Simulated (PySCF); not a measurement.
Compound: C6H10O.
Numbering: `[CH3:1][O:2]/[CH:3]=[CH:4]/[CH:5]1[CH2:6][CH2:7]1`

Cartesian coordinates in Å at the GFN2-xTB level; atoms count from 1:
```xyz
17
C6H10O angstrom
C      2.7228   -0.0430    1.2439
O      1.8806   -1.1697    1.2170
C      0.7373   -1.0730    0.4922
C      0.2853   -0.0407   -0.2085
C     -0.9967   -0.0973   -0.9572
C     -2.2995   -0.1142   -0.2074
C     -1.8908    1.1042   -0.9766
H      3.5747   -0.3165    1.8640
H      3.0699    0.2155    0.2379
H      2.2148    0.8229    1.6817
H      0.1880   -2.0033    0.5485
H      0.8306    0.8901   -0.2622
H     -0.9575   -0.6906   -1.8649
H     -3.1084   -0.7184   -0.5884
H     -2.2575   -0.0704    0.8699
H     -1.5791    1.9728   -0.4160
H     -2.4215    1.3436   -1.8855
```

Probes without a nucleus sit at each ring's centroid and 1 Å off its mean plane on both sides; NICS is minus the shielding there, NICSzz its component along the normal. Level: GIAO PBE0/pcSseg-1 (PySCF, non-relativistic, gas phase) on the GFN2-xTB geometry, one conformer.

Ring bond lengths (Å), with Mayer bond orders in brackets: C5–C6 1.503 (0.94), C6–C7 1.498 (0.98), C7–C5 1.498 (0.96).

Problem. Give the NICS values of each ring in ppm.

Solution. 
```json
{"ring": "C5–C6–C7", "type": "3-membered carbocycle; formal bonds all single", "NICS(0)": "-44.1", "NICS(1), two faces": "-8.5 / -8.9", "NICS(1)zz, two faces": "-20.9 / -24.1", "rms pucker (Å)": "0.00", "centre to ring atoms, mean (Å)": "0.87"}
```

Problem. What can be read from them?

Solution. 
- C5–C6–C7: mean NICS(1)zz -22.5 ppm, shielded. C5, C6, C7 have four or more neighbours, so the value isn't read as a sign of a π ring current. The two faces differ by 3.2 ppm, so no symmetry operation interchanges them. NICS(0) lies 35 ppm below the mean NICS(1).

Problem. What field does 11.7 T along the ring normal induce along that normal at the second NICS(1) probe listed for ring C5–C6–C7, 1 Å off the ring?

Solution. NICSzz × B0 = -24.1 ppm × 11.7 T = -282 μT, against the applied field.

Hardware: one thread of an Arm Neoverse N1 (shared host). Cost: 32 s, 0.77 GiB resident at most. This is the whole shielding run at PBE0/pcSseg-1, SCF included.
